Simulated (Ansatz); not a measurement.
Molecule: C$_{2}$H$_{4}$BO$_{2}$ (charge 0, doublet). It need not be the lowest isomer of its formula. 
Geometry from a B3LYP-D3(BJ)/def2-TZVP (Ansatz, a quantum-chemistry and plane-wave program) optimisation:
```xyz
9

C      2.2186    -0.0857    -0.5471
C      0.9633    -0.0372    -0.2376
B     -0.5043     0.0195     0.1244
O     -1.1305     1.2434     0.0733
O     -1.1224    -1.1564     0.4823
H      3.0086     0.0434     0.1944
H      2.5623    -0.2585    -1.5682
H     -2.0628     1.2446     0.3092
H     -2.0549    -1.0856     0.7063
```
Charge 0, spin multiplicity 2.

Atomisation energy built up term by term with Ansatz (kcal/mol; UHF references for open shells; valence terms freeze the core; atomic spin-orbit terms are left out). Basis-set limits of correlation are two-point, X^-3; Hartree-Fock from the larger set.

The UHF reference is spin-contaminated (<S^2> 0.15 over the pure value in the largest basis). 

```
term                                          basis  kcal/mol
-----------------------  --------------------------  --------
Hartree-Fock                                cc-pVQZ    678.58
CCSD correlation               CBS(cc-pVTZ,cc-pVQZ)    227.10
(T)                            CBS(cc-pVTZ,cc-pVQZ)     17.39
core correlation                          cc-pwCVTZ      4.32
scalar relativity (X2C)  cc-pVTZ-DK against cc-pVTZ     -0.93
sum: De                                                 926.5
```

(T) makes 1.9 % of the CCSD(T) atomisation energy; under 5 % is typical of single-reference molecules.
